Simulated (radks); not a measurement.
Coulomb parameter of the 4d shell of neutral molybdenum in the model configuration [Kr] 4d5 5s1, as a second difference U = [E(n + 0.25) + E(n - 0.25) - 2 E(n)] / (0.25)^2 with all orbitals relaxed. "Bare": the charge of the atom changes with n. "Screened": the 5s shell takes up the change at fixed total charge, which measures U(4d,4d) + U(5s,5s) - 2 U(4d,5s). Method: scalar-relativistic Kohn-Sham, PBE, spin-unpolarised, spherical densities, finite nucleus; Fermi nuclear charge, rms radius 4.4091 fm; computed with a radial shooting solver on a logarithmic mesh with Libxc functionals.

case                 configuration  E - E(n) (eV)
start                 [Kr] 4d5 5s1          0.000
bare +0.25         [Kr] 4d5.25 5s1         -0.705
bare -0.25         [Kr] 4d4.75 5s1          1.188
screened +0.25  [Kr] 4d5.25 5s0.75          0.112
screened -0.25  [Kr] 4d4.75 5s1.25         -0.052

U(bare) = 7.732 eV, U(screened by 5s) = 0.963 eV, against the Slater integral F0(4d,4d) = 12.578 eV with frozen orbitals. The step up makes a negative ion, whose loosely bound charge lowers the bare value.
